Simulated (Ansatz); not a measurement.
Ga2Te3⁺. Total charge 1; doublet. Geometry r2SCAN-D4/def2-SVP, basis def2-TZVP, Ansatz.

| atom | x (Å) | y (Å) | z (Å) |
| --- | --- | --- | --- |
| Ga1 | 1.250 | 1.730 | 0.261 |
| Ga2 | 0.282 | -2.132 | 0.055 |
| Te3 | -1.716 | 0.447 | -0.353 |
| Te4 | -0.310 | -0.026 | 1.968 |
| Te5 | 0.494 | -0.020 | -1.930 |

| run | HOMO (eV) | LUMO (eV) |
| --- | --- | --- |
| A | -12.25 | -6.71 |
| B | -9.41 | -8.71 |
| C | -10.00 | -8.21 |
| D | -9.12 | -8.70 |

In the def2 sets Te takes a core potential; there is no spin–orbit coupling. LC-ωPBE has ω = 0.4 bohr⁻¹. Another isomer (doublet) lies 0.15 eV lower at LC-ωPBE/def2-TZVP; other spin states weren't run for this one.

HOMO and LUMO are taken over both spins.

Q: The runs used LC-ωPBE, PBE, PBE0, r2SCAN. Estimate which is which.

A: A LC-ωPBE (range-separated); B r2SCAN (0 % exact exchange); C PBE0 (25 % exact exchange); D PBE (0 % exact exchange). Exact exchange lowers occupied and raises empty levels; among semilocal functionals meta-GGAs tend to open the gap a little, and such runs are hard to tell apart. The gap grows from 0.42 eV (PBE) to 5.53 eV (LC-ωPBE).
